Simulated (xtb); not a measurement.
2-methyl-1,3-dioxole (C4H6O2), SMILES C1=COC(O1)C. All values are semi-empirical tight-binding results from xtb (GFN2-xTB unless named), good for trends rather than for accurate numbers. Geometry: GFN2-xTB. The values are those of a single conformer.

Optimised geometry:

```xyz
12

C      1.8925    -0.4276     0.0000
C      0.6579     0.4715     0.0000
O     -0.1451     0.2286     1.1448
C     -1.3584    -0.2137     0.6623
C     -1.3584    -0.2137    -0.6623
O     -0.1451     0.2286    -1.1448
H      2.4831    -0.2281    -0.8887
H      1.5824    -1.4697     0.0000
H      2.4831    -0.2281     0.8887
H      0.9654     1.5330     0.0000
H     -2.0963    -0.4817     1.3872
H     -2.0963    -0.4817    -1.3872
```

Problem. Estimate the properties. (The exact figures need the calculation; the answer reports its results.)

Solution. 
- point group as xtb finds it: Cs
- orbital gap: 4.43 eV
- dipole moment: 0.56 D
- zero-point energy: 58.7 kcal/mol
- G − E(el) at 298.15 K (modified RRHO): 40.5 kcal/mol
- static polarisability (D4 model): 55.4 bohr³
- solvation energy, GFN2-xTB/ALPB(water): -1.7 kcal/mol
- solvation energy, GFN2-xTB/ALPB(acetone): -5.5 kcal/mol

Computed IR lines (harmonic; lines under 4 % of the strongest left out, lines within 3 cm⁻¹ merged):
ν (cm⁻¹): 484 (w), 774 (w), 915 (m), 990 (m), 1069 (w), 1085 (w), 1102 (m), 1177 (vs), 1286 (m), 1323 (w), 1382 (w), 1676 (m), 2810 (m), 3044 (w), 3056 (w), 3061 (w) (against the strongest line: vs over 80 %, s over 45 %, m over 15 %, w over 4 %, vw less)

Computed atomic charges and the Wiberg bond orders between heavy atoms:
charges (e) C1 -0.13, C2 0.25, O3 -0.29, C4 0.06, C5 0.06, O6 -0.29, H7 0.06, H8 0.06, H9 0.06, H10 0.03, H11 0.06, H12 0.06. Bond orders C1–C2 0.99, C2–O3 0.96, O3–C4 1.03, C4–C5 1.80, C2–O6 0.96, C5–O6 1.03.
